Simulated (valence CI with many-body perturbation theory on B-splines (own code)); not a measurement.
## E1 transitions of In18+

Method: relativistic CI+MBPT: three valence electrons over a frozen Dirac-Fock core [Ar] 3d10, a basis of 11 s, 11 p, 10 d, 8 f, 5 g, 2 h functions for each j, with the one-electron correlation potential Σ1 (screened to all orders), the two-electron term Σ2, the three-electron term Σ3, Breit, model QED; selected single and double excitations, second order for the rest, scaled by the run's own slope (own B-spline code, finite nucleus).

No measured spectrum was set against this ion. As an estimate, levels hold to about 250 cm⁻¹ or 0.2 % of their energy and the worst to 1 %, as in measured heavy ions of charge 2 to 7; those with d or f electrons hold less well.

Lines 1 to 50 of 562 in falling wavelength, among levels below 261.16 eV, chosen from the strongest by gf and those to the six lowest levels. Wavelengths and rates use the calculated energies, so an error of 2000 cm⁻¹ moves a line at 66.59 nm by 1.3 % and its rate by three times that or more. Electric multipoles are in the length gauge, E1 and E2 with the static RPA response of the core. Weak lines are less certain than strong ones. Lines between different terms over intervals too small for the method are left out, as are lines whose strength nearly cancels. Where a level lies close to another of its J and parity, the split of strength between their lines is uncertain. The highest levels of a list are the least certain.

Names give the largest LS component (configuration and term), which can be under half, so a name can repeat, a term be missing and a line seem to break the LS rules; names also repeat where a configuration has a term twice. Letters in brackets count levels of one name in rising energy.

| λ vac (nm) | Upper | Lower | A (s⁻¹) | S (a.u.) with core polarisation | S without |
| --- | --- | --- | --- | --- | --- |
| 66.59 | 4s4p5p ⁴D_1/2 | 4s4p5s ⁴P°_1/2 | 2.90e+09 | 8.45e-01 | 8.62e-01 |
| 66.31 | 4s4p5p ⁴D_3/2 | 4s4p5s ⁴P°_3/2 | 1.99e+09 | 1.14e+00 | 1.17e+00 |
| 63.70 | 4s²5p ²P°_1/2 | 4s²5s ²S_1/2 | 3.52e+09 | 8.99e-01 | 9.14e-01 |
| 60.36 | 4s4p5p ⁴P_1/2 | 4s4p5s ⁴P°_3/2 | 3.97e+09 | 8.62e-01 | 8.77e-01 |
| 59.66 | 4s4p5p ²P_1/2 | 4s4p5s ²P°_1/2 [a] | 3.41e+09 | 7.14e-01 | 7.23e-01 |
| 55.77 | 4s4p5p ²D_3/2 | 4s4p5s ²P°_1/2 [a] | 3.22e+09 | 1.10e+00 | 1.12e+00 |
| 52.98 | 4s²5p ²P°_3/2 | 4s²5s ²S_1/2 | 5.93e+09 | 1.74e+00 | 1.76e+00 |
| 52.96 | 4s4p5p ⁴D_5/2 | 4s4p5s ⁴P°_3/2 | 6.83e+09 | 3.00e+00 | 3.06e+00 |
| 52.39 | 4s4p5p ⁴P_3/2 | 4s4p5s ⁴P°_1/2 | 6.06e+09 | 1.72e+00 | 1.75e+00 |
| 50.77 | 4s4p5p ²D_3/2 | 4s4p5s ⁴P°_3/2 | 2.80e+09 | 7.24e-01 | 7.38e-01 |
| 42.79 | 4s4p² ⁴P_1/2 | 4s²4p ²P°_3/2 | 8.20e+07 | 6.34e-03 | 6.94e-03 |
| 39.53 | 4s²5d ²D_5/2 | 4s²5p ²P°_3/2 | 1.76e+10 | 3.22e+00 | 3.24e+00 |
| 36.05 | 4s²5d ²D_3/2 | 4s²5p ²P°_1/2 | 1.64e+10 | 1.51e+00 | 1.52e+00 |
| 35.74 | 4s4p² ⁴P_3/2 | 4s²4p ²P°_3/2 | 1.71e+08 | 1.54e-02 | 1.69e-02 |
| 35.60 | 4p³ ²D°_5/2 | 4s4p² ²P_3/2 | 3.44e+09 | 4.60e-01 | 5.05e-01 |
| 33.53 | 4p²4d ⁴F_9/2 | 4s4p4d ²F°_7/2 [a] | 2.09e+09 | 3.89e-01 | 4.28e-01 |
| 33.18 | 4p²4d ²G_7/2 | 4s4p4d ²F°_5/2 [b] | 2.40e+09 | 3.46e-01 | 3.80e-01 |
| 32.74 | 4s4p² ⁴P_5/2 | 4s²4p ²P°_3/2 | 1.34e+09 | 1.40e-01 | 1.53e-01 |
| 32.30 | 4s4p5p ⁴D_3/2 | 4s²5p ²P°_1/2 | 5.14e+09 | 3.42e-01 | 3.59e-01 |
| 32.12 | 4p4d² ²H°_9/2 | 4s4d² ²G_9/2 | 2.27e+09 | 3.72e-01 | 4.08e-01 |
| 32.09 | 4p4d² ²G°_9/2 [b] | 4s4p4f ²G_7/2 [b] | 2.81e+09 | 4.59e-01 | 5.04e-01 |
| 32.06 | 4s4p² ⁴P_1/2 | 4s²4p ²P°_1/2 | 1.46e+09 | 4.75e-02 | 5.20e-02 |
| 29.30 | 4p4d² ⁴G°_9/2 | 4s4d² ⁴F_9/2 | 4.12e+09 | 5.12e-01 | 5.62e-01 |
| 29.27 | 4p4d² ⁴G°_11/2 [a] | 4s4p4f ⁴G_11/2 | 2.94e+09 | 4.37e-01 | 4.79e-01 |
| 29.26 | 4p²4d ²D_5/2 [a] | 4s4p4d ²F°_7/2 [b] | 4.65e+09 | 3.45e-01 | 3.78e-01 |
| 29.15 | 4p³ ⁴S°_3/2 [a] | 4s4p² ²D_3/2 | 3.36e+09 | 1.64e-01 | 1.80e-01 |
| 29.09 | 4p²4f ⁴G°_7/2 | 4s4p4f ⁴F_7/2 [b] | 3.08e+09 | 2.99e-01 | 3.28e-01 |
| 28.98 | 4p²4d ²F_7/2 [b] | 4s4p4d ²D°_5/2 [b] | 3.35e+09 | 3.22e-01 | 3.55e-01 |
| 28.89 | 4p²4d ²G_9/2 | 4s4p4d ²F°_7/2 [b] | 5.15e+09 | 6.13e-01 | 6.73e-01 |
| 28.77 | 4p4d² ²F°_7/2 [a] | 4s4d² ⁴F_9/2 | 4.84e+09 | 4.54e-01 | 4.98e-01 |
| 28.32 | 4p4d² ⁴F°_7/2 | 4s4p4f ⁴F_9/2 [b] | 3.53e+09 | 3.17e-01 | 3.47e-01 |
| 28.17 | 4s4p² ²D_3/2 | 4s²4p ²P°_3/2 | 5.30e+08 | 2.34e-02 | 2.56e-02 |
| 27.99 | 4p²4d ⁴F_9/2 | 4s4p4d ⁴D°_7/2 | 3.43e+09 | 3.71e-01 | 4.08e-01 |
| 27.93 | 4s4p² ⁴P_3/2 | 4s²4p ²P°_1/2 | 3.33e+07 | 1.43e-03 | 1.57e-03 |
| 27.92 | 4p²4d ⁴F_5/2 | 4s4p4d ⁴D°_3/2 | 5.12e+09 | 3.30e-01 | 3.62e-01 |
| 27.36 | 4p²4f ²G°_7/2 [a] | 4s4p4f ⁴F_9/2 [a] | 7.65e+09 | 6.19e-01 | 6.77e-01 |
| 27.13 | 4p²4d ²G_9/2 | 4s4p4d ²F°_7/2 [a] | 4.87e+09 | 4.80e-01 | 5.28e-01 |
| 27.13 | 4p³ ²D°_5/2 | 4s4p² ²D_5/2 | 1.00e+10 | 5.93e-01 | 6.49e-01 |
| 27.01 | 4p²4f ²G°_9/2 | 4s4p4f ⁴G_11/2 | 5.73e+09 | 5.57e-01 | 6.09e-01 |
| 26.86 | 4p²4f ²G°_7/2 [c] | 4s4d² ²G_9/2 | 5.85e+09 | 4.47e-01 | 4.89e-01 |
| 26.81 | 4p²4f ⁴G°_9/2 [b] | 4s4p4f ⁴F_9/2 [b] | 2.92e+09 | 2.78e-01 | 3.05e-01 |
| 26.62 | 4p²4d ⁴F_7/2 | 4s4p4d ⁴F°_9/2 | 1.09e+10 | 8.13e-01 | 8.91e-01 |
| 26.35 | 4p²4d ⁴F_5/2 | 4s4p4d ⁴F°_7/2 | 1.25e+10 | 6.79e-01 | 7.43e-01 |
| 26.34 | 4p²4d ²D_5/2 [b] | 4s4p4d ²P°_3/2 [b] | 8.40e+09 | 4.54e-01 | 4.99e-01 |
| 26.29 | 4p²4f ²G°_7/2 [c] | 4s4d² ⁴F_5/2 | 4.12e+09 | 2.96e-01 | 3.24e-01 |
| 26.22 | 4p³ ²P°_3/2 | 4s4p² ²P_3/2 | 1.63e+10 | 5.79e-01 | 6.35e-01 |
| 26.18 | 4p²4d ⁴F_3/2 | 4s4p4d ⁴F°_5/2 | 1.15e+10 | 4.06e-01 | 4.45e-01 |
| 25.89 | 4s4p4f ²F_7/2 [b] | 4s²4f ²F°_7/2 | 7.02e+09 | 4.81e-01 | 5.28e-01 |
| 25.87 | 4s4p4f ²F_5/2 | 4s²4f ²F°_5/2 | 6.93e+09 | 3.55e-01 | 3.90e-01 |
| 25.83 | 4p²4f ²G°_7/2 [b] | 4s4p4f ²G_7/2 [a] | 4.50e+09 | 3.06e-01 | 3.36e-01 |
